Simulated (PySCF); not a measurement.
C$_{2}$H$_{5}$Cl$_{3}$Si$_{2}$ (SMILES [SiH3]/C=C/[Si](Cl)(Cl)Cl), singlet, at a GFN2-xTB geometry; CASSCF(4,6)/STO-3G (PySCF).

The PySCF input:
```python
from pyscf import gto, scf, mcscf
import numpy

mol = gto.Mole()
mol.atom = '''
    Si    3.83840613    0.19317781    0.23051303
    C     2.02198057    0.19917825   -0.27931293
    C     0.99866449   -0.07499754    0.52869839
    Si   -0.82167112   -0.06634097    0.04280997
    Cl   -1.03042487    0.52648673   -1.87853335
    Cl   -1.84556345    1.20568107    1.24201341
    Cl   -1.60862681   -1.92202303    0.24737024
    H     4.53228403   -0.82772102   -0.55702933
    H     4.39552556    1.51584264   -0.05926140
    H     3.93273212   -0.10530032    1.65932895
    H     1.80367878    0.44871745   -1.31132555
    H     1.21607653   -0.32480026    1.56099710
'''
mol.basis = 'sto-3g'
mol.verbose = 4
mol.build()

mf = scf.RHF(mol)
mf.kernel()
mc = mcscf.CASSCF(mf, 6, 4)
mc.fix_spin_(ss=0.0)
mc.kernel()
occ = numpy.linalg.eigvalsh(mc.fcisolver.make_rdm1(mc.ci, mc.ncas, mc.nelecas))[::-1]
ss = mc.fcisolver.spin_square(mc.ci, mc.ncas, mc.nelecas)[0]
print('natural occupations', occ.round(4), ' <S^2>', round(ss, 4))
```

It wrote (shortened):

```
PySCF version 2.14.0

[INPUT] verbose = 4
[INPUT] num. atoms = 12
[INPUT] num. electrons = 96
[INPUT] charge = 0
[INPUT] spin (= nelec alpha-beta = 2S) = 0
[INPUT] symmetry False subgroup None
[INPUT] Mole.unit = angstrom
[INPUT] Symbol           X                Y                Z      unit          X                Y                Z       unit  Magmom
[INPUT]  1 Si     3.838406130000   0.193177810000   0.230513030000 AA    7.253536340552   0.365053154243   0.435606494844 Bohr   0.0
[INPUT]  2 C      2.021980570000   0.199178250000  -0.279312930000 AA    3.820989506492   0.376392342470  -0.527824940750 Bohr   0.0
[INPUT]  3 C      0.998664490000  -0.074997540000   0.528698390000 AA    1.887202376428  -0.141724810616   0.999095159598 Bohr   0.0
[INPUT]  4 Si    -0.821671120000  -0.066340970000   0.042809970000 AA   -1.552733381265  -0.125366264138   0.080899118701 Bohr   0.0
[INPUT]  5 Cl    -1.030424870000   0.526486730000  -1.878533350000 AA   -1.947220796241   0.994915727918  -3.549913547362 Bohr   0.0
[INPUT]  6 Cl    -1.845563450000   1.205681070000   1.242013410000 AA   -3.487609466007   2.278407015873   2.347065187937 Bohr   0.0
[INPUT]  7 Cl    -1.608626810000  -1.922023030000   0.247370240000 AA   -3.039864107533  -3.632097131807   0.467462004968 Bohr   0.0
[INPUT]  8 H      4.532284030000  -0.827721020000  -0.557029330000 AA    8.564775535440  -1.564166035346  -1.052632877050 Bohr   0.0
[INPUT]  9 H      4.395525560000   1.515842640000  -0.059261400000 AA    8.306339481925   2.864527437538  -0.111987815758 Bohr   0.0
[INPUT] 10 H      3.932732120000  -0.105300320000   1.659328950000 AA    7.431786628080  -0.198988765629   3.135677266062 Bohr   0.0
[INPUT] 11 H      1.803678780000   0.448717450000  -1.311325550000 AA    3.408458910890   0.847953087813  -2.478046149645 Bohr   0.0
[INPUT] 12 H      1.216076530000  -0.324800260000   1.560997100000 AA    2.298051588211  -0.613783536588   2.949857000240 Bohr   0.0

nuclear repulsion = 673.230059682936
number of shells = 36
number of NR pGTOs = 180
number of NR cGTOs = 60
basis = sto-3g
ecp = {}

******** <class 'pyscf.scf.hf.RHF'> ********
method = RHF
initial guess = minao
damping factor = 0
level_shift factor = 0
DIIS = <class 'pyscf.scf.diis.CDIIS'>
diis_start_cycle = 1
diis_space = 8
diis_damp = 0
SCF conv_tol = 1e-09
SCF conv_tol_grad = None
SCF max_cycles = 50
direct_scf = True
direct_scf_tol = 1e-13
Set gradient conv threshold to 3.16228e-05
Initial guess from minao.
init E= -2012.43739841189
  HOMO = -0.320353650673644  LUMO = 0.043295222299691  gap/eV = 9.89539
cycle= 1 E= -2012.72519958376  delta_E= -0.288  |g|= 0.417  |ddm|= 4.19
  HOMO = -0.375102916534129  LUMO = 0.194236482063442  gap/eV = 15.49251
cycle= 2 E= -2012.81175732462  delta_E= -0.0866  |g|= 0.107  |ddm|= 1.06
  HOMO = -0.352638978158081  LUMO = 0.237329938975746  gap/eV = 16.05387
cycle= 3 E= -2012.81631115208  delta_E= -0.00455  |g|= 0.0316  |ddm|= 0.213
  HOMO = -0.351788635566337  LUMO = 0.240672821079691  gap/eV = 16.12170
cycle= 4 E= -2012.81679394966  delta_E= -0.000483  |g|= 0.0136  |ddm|= 0.0784
  HOMO = -0.351437269546747  LUMO = 0.240372031796218  gap/eV = 16.10395
cycle= 5 E= -2012.81686348796  delta_E= -6.95e-05  |g|= 0.00131  |ddm|= 0.0251
  HOMO = -0.351509559960803  LUMO = 0.240232746709813  gap/eV = 16.10213
cycle= 6 E= -2012.81686501269  delta_E= -1.52e-06  |g|= 0.000274  |ddm|= 0.00508
  HOMO = -0.351385564219327  LUMO = 0.240327675976678  gap/eV = 16.10134
cycle= 7 E= -2012.81686507716  delta_E= -6.45e-08  |g|= 4.89e-05  |ddm|= 0.00109
  HOMO = -0.351402553056711  LUMO = 0.240309031752663  gap/eV = 16.10129
cycle= 8 E= -2012.81686507925  delta_E= -2.09e-09  |g|= 1.55e-05  |ddm|= 0.000166
  HOMO = -0.351396520177209  LUMO = 0.24031299527416  gap/eV = 16.10124
cycle= 9 E= -2012.81686507946  delta_E= -2.1e-10  |g|= 4.73e-06  |ddm|= 5.21e-05
  HOMO = -0.351397669580147  LUMO = 0.240312013333357  gap/eV = 16.10124
Extra cycle  E= -2012.81686507947  delta_E= -1.05e-11  |g|= 1.91e-06  |ddm|= 9.43e-06
converged SCF energy = -2012.81686507947

******** <class 'pyscf.mcscf.mc1step.CASSCF'> ********
CAS (2e+2e, 6o), ncore = 46, nvir = 8
max_cycle_macro = 50
max_cycle_micro = 4
conv_tol = 1e-07
conv_tol_grad = None
orbital rotation max_stepsize = 0.02
orbital rotation threshold for CI restart = 0.01
augmented hessian ah_max_cycle = 30
augmented hessian ah_conv_tol = 1e-12
augmented hessian ah_linear dependence = 1e-14
augmented hessian ah_level shift = 1e-08
augmented hessian ah_start_tol = 2.5
augmented hessian ah_start_cycle = 3
augmented hessian ah_grad_trust_region = 3
kf_trust_region = 3
kf_interval = 4
ci_response_space = 4
ci_grad_trust_region = 3
with_dep4 0
natorb = False
canonicalization = True
sorting_mo_energy = False
ao2mo_level = 2
internal_rotation = False
******** <class 'pyscf.fci.addons.SpinPenaltyFCISolver'> ********
max. cycles = 50
conv_tol = 1e-08
davidson only = True
linear dependence = 1e-12
level shift = 0.001
max iter space = 12
nroots = 1
pspace_size = 400
spin = None
CASCI E = -2012.84689717168  S^2 = 0.0000000
Set conv_tol_grad to 0.000316228
macro iter   1 ( 21 JK    4 micro), CASSCF E = -2012.85949562804  dE = -1.25984564e-02  S^2 = 0.0000000
               |grad[o]|=0.0305  |grad[c]|=0.0313  |ddm|=0.0533  |maxRot[o]|=0.247
macro iter   2 ( 21 JK    4 micro), CASSCF E = -2012.86832385787  dE = -8.82822983e-03  S^2 = 0.0000000
               |grad[o]|=0.0165  |grad[c]|=0.0163  |ddm|=0.0178  |maxRot[o]|= 0.31
macro iter   3 ( 21 JK    4 micro), CASSCF E = -2012.87614391740  dE = -7.82005952e-03  S^2 = 0.0000000
               |grad[o]|=0.0155  |grad[c]|=0.0139  |ddm|=0.0103  |maxRot[o]|=0.311
macro iter   4 ( 21 JK    4 micro), CASSCF E = -2012.87763402330  dE = -1.49010590e-03  S^2 = 0.0000000
               |grad[o]|=0.00753  |grad[c]|=0.00401  |ddm|=0.00304  |maxRot[o]|=0.313
macro iter   5 ( 21 JK    4 micro), CASSCF E = -2012.87819192500  dE = -5.57901701e-04  S^2 = 0.0000000
               |grad[o]|=0.00323  |grad[c]|=0.0046  |ddm|=0.00361  |maxRot[o]|=0.313
macro iter   6 ( 19 JK    4 micro), CASSCF E = -2012.87834204608  dE = -1.50121082e-04  S^2 = 0.0000000
               |grad[o]|=0.00114  |grad[c]|=0.00567  |ddm|=0.00376  |maxRot[o]|=0.275
macro iter   7 (  9 JK    3 micro), CASSCF E = -2012.87836827259  dE = -2.62265119e-05  S^2 = 0.0000000
               |grad[o]|=0.00127  |grad[c]|=0.000365  |ddm|=0.000534  |maxRot[o]|=0.0271
macro iter   8 (  3 JK    1 micro), CASSCF E = -2012.87836857841  dE = -3.05820095e-07  S^2 = 0.0000000
               |grad[o]|=0.000101  |grad[c]|=0.000237  |ddm|=4.65e-05  |maxRot[o]|=0.00168
macro iter   9 (  3 JK    1 micro), CASSCF E = -2012.87836863117  dE = -5.27597876e-08  S^2 = 0.0000000
               |grad[o]|=4.7e-05  |grad[c]|=0.000173  |ddm|=2.18e-05  |maxRot[o]|=0.000737
1-step CASSCF converged in   9 macro (139 JK  29 micro) steps
CASSCF canonicalization
Density matrix diagonal elements [1.97615256 1.88871722 0.09100757 0.02096514 0.00264602 0.02051148]
CASSCF energy = -2012.87836863117
CASCI E = -2012.87836863117  E(CI) = -4.40408687486274  S^2 = 0.0000000
natural occupations [1.9762e+00 1.8890e+00 1.0980e-01 2.1100e-02 2.5000e-03 1.3000e-03]  <S^2> 0.0
```
